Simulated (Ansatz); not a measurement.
```yaml
crystal:
  periodic: [false, false, false]
  atoms:
    - {symbol: F, position_ang: [-2.056387, -0.570065, 1.722329]}
    - {symbol: C, position_ang: [-0.897921, -0.226729, 1.169752]}
    - {symbol: N, position_ang: [-0.714169, -0.337376, -0.048530]}
    - {symbol: Si, position_ang: [0.688601, 0.029023, -0.945567]}
    - {symbol: F, position_ang: [1.896909, 0.450084, 0.003249]}
    - {symbol: Cl, position_ang: [0.284875, 1.599494, -2.164856]}
    - {symbol: H, position_ang: [-0.214626, 0.134972, 1.942476]}
    - {symbol: H, position_ang: [1.104818, -1.136503, -1.734551]}
basis:
  gaussian: {orbitals: aug-pcseg-2, final_grid: {core_spheres: 1, valence_spheres: 1, degree: 5}}
hamiltonian: {xc: {name: PBE}}
output: {forces: true}
```

```sh
$ ansatz run in.yaml --threads 4 --pin off --events-out ev --progress --plain --max-ram 10444MiB
```

Shortened log:

```
Functional definition: PBE
1553 factors; their error is unknown
mean field evaluation 1: about -28374.1109 eV, gradient 7.5e1 eV
mean field evaluation 2: about -28327.6076 eV, gradient 1.5e2 eV
mean field evaluation 4: about -28383.7624 eV, gradient 2.0e1 eV
mean field evaluation 8: about -28384.4595 eV, gradient 1.2e-1 eV
mean field evaluation 16: about -28367.8754 eV, gradient 3.3e-1 eV
mean field -28367.87577519 eV, -1042.5002063016 hartree, gradient 4.5e-5 eV, S^2 0.000000; 0 other end points of the search recorded, 0 dependent functions left out
reference -28367.87583865 eV, -1042.5002086336 hartree; 32, 32 occupied and 298, 298 virtual orbitals, 1553 factors
Total energy: -28367.87583865 eV, -1042.5002086336 hartree
Atom 0 at    -2.056387    -0.570065     1.722329 Å, force     2.085391     2.346934    -1.201391 eV/Å
Atom 1 at    -0.897921    -0.226729     1.169752 Å, force     6.662836    -2.756929   -20.751993 eV/Å
Atom 2 at    -0.714169    -0.337376    -0.048530 Å, force     8.091849     4.825435    22.529184 eV/Å
Atom 3 at     0.688601     0.029023    -0.945567 Å, force   -10.975749     1.568770    -2.813199 eV/Å
Atom 4 at     1.896909     0.450084     0.003249 Å, force    -1.116577     1.439010    -0.551009 eV/Å
Atom 5 at     0.284875     1.599494    -2.164856 Å, force     2.621941    -6.738576     6.422631 eV/Å
Atom 6 at    -0.214626     0.134972     1.942476 Å, force    -5.600773    -2.925973    -6.088719 eV/Å
Atom 7 at     1.104818    -1.136503    -1.734551 Å, force    -1.768918     2.241329     2.454497 eV/Å
Dipole moment:     0.386820    -0.047849     0.144972 e Å
```

(1) Something in this input is off. What?

Answers

(1) The integration grid is far too coarse. The calculation finished and met its thresholds. The result belongs to that input, not to the molecule as meant.
